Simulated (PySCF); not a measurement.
GeH2I2, SMILES [I][GeH2][I]. Atoms are numbered in the order given.

```xyz
5

Ge     0.0000     0.0000     1.0790
I      2.0867     0.0000    -0.3620
I     -2.0867     0.0000    -0.3620
H      0.0000     1.2850     1.9219
H      0.0000    -1.2850     1.9219
```

Coordinates come from a B3LYP-D3(BJ)/def2-SVP optimisation. The def2 effective core potentials stand for the cores of I; spin–orbit coupling is left out.

These are PySCF with TDA-PBE/def2-SVPD values and carry that method's errors.

Vertical excitations. Gas-phase values at a fixed geometry. State labels are in the subgroup C2v.

| state | symmetry | energy (eV) | λ (nm) | f | main pairs |
|---|---|---|---|---|---|
| S1 | B2 | 3.88 | 319 | 0.004 | HOMO−1→LUMO 99 % |
| S2 | A2 | 3.93 | 316 | 0.000 | HOMO−2→LUMO 99 % |
| S3 | B1 | 3.96 | 313 | 0.053 | HOMO→LUMO 96 % |
| S4 | A1 | 4.14 | 299 | 0.002 | HOMO−3→LUMO 98 % |
| S5 | A1 | 4.97 | 250 | 0.013 | HOMO→LUMO+1 98 % |
| S6 | A2 | 5.04 | 246 | 0.000 | HOMO−1→LUMO+1 99 % |
| S7 | B2 | 5.11 | 243 | 0.011 | HOMO−2→LUMO+1 99 % |
| S8 | B1 | 5.36 | 232 | 0.010 | HOMO−3→LUMO+1 89 % |
| S9 | B1 | 5.87 | 211 | 0.017 | HOMO→LUMO+2 91 % |
| S10 | B2 | 5.99 | 207 | 0.019 | HOMO−1→LUMO+2 98 % |
| T1 | B1 | 3.43 | 362 | 0 | HOMO→LUMO 100 % |
| T2 | B2 | 3.55 | 350 | 0 | HOMO−1→LUMO 99 % |
| T3 | A2 | 3.64 | 341 | 0 | HOMO−2→LUMO 99 % |
| T4 | A1 | 3.80 | 326 | 0 | HOMO−3→LUMO 100 % |
Triplets are in the Tamm–Dancoff approximation.
